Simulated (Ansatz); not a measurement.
`C=C=C(N)[SiH3]` + H₂ → `C=C=CN` + SiH₄ at 500 K and 1 bar (hydrogenolysis of a C–Si bond).

Calculated with Ansatz (gas phase, PBE0-D4/def2-TZVP geometries, no zero-point term in ΔE). CBS: MP2 limit from def2 TZ/QZ plus the TZ coupled-cluster correction, frozen cores. This one scheme is used for every species. One conformer a species, not always the lowest.

| species | CCSD(T)/CBS energy (Eh) | H − E (kJ/mol) | S (J/(mol·K)) |
| --- | --- | --- | --- |
| `C=C=C(N)[SiH3]` | -462.07716 | 282.0 | 411.6 |
| H₂ | -1.17544 | 41.0 | 145.5 |
| `C=C=CN` | -171.79482 | 227.4 | 333.0 |
| SiH₄ | -291.46306 | 102.4 | 230.9 |

H − E and S are ideal-gas, rigid-rotor, harmonic terms from PBE0-D4/def2-TZVP, for one conformer and one mirror image of each species. For small species the MP2-based limit differs from directly extrapolated CCSD(T) by up to some mEh (0.8 for H₂); such offsets cancel only in part. 1 Eh = 2625.50 kJ/mol, R = 8.31446 J/(mol·K).

By hand: ΔE, ΔH, ΔS and ΔG.

ΔE = (-171.79482) + (-291.46306) − (-462.07716) − (-1.17544) = -0.00528 Eh = -13.9 kJ/mol. Δ(H − E) = 227.4 + 102.4 − 282.0 − 41.0 = 6.8, so ΔH = -7.1 kJ/mol. ΔS = 333.0 + 230.9 − 411.6 − 145.5 = 6.8 J/(mol·K). ΔG = -7.1 − 500 × (6.8)/1000 = -10.5 kJ/mol.

By hand: the equilibrium constant, and the temperature at which ΔG would vanish if ΔH and ΔS stayed fixed.

log₁₀ K = −ΔG/(RT ln 10) = 1.1. ΔH and −TΔS have one sign here, so there is no such temperature.

TΔS isn't small against ΔH here. A doubt of 5 kJ/mol in ΔE shifts log₁₀ K by 0.5 here. Other conformers and mirror images would add mixing entropy, several J/(mol·K) or more a flexible species. These are equilibria of isolated gas molecules and say nothing of rates. Largest T1 diagnostic: 0.013 (customary marks: 0.02 for closed shells, 0.045 for open ones).

ΔS is within the doubt of such terms, so its sign, and with it that verdict, could turn.
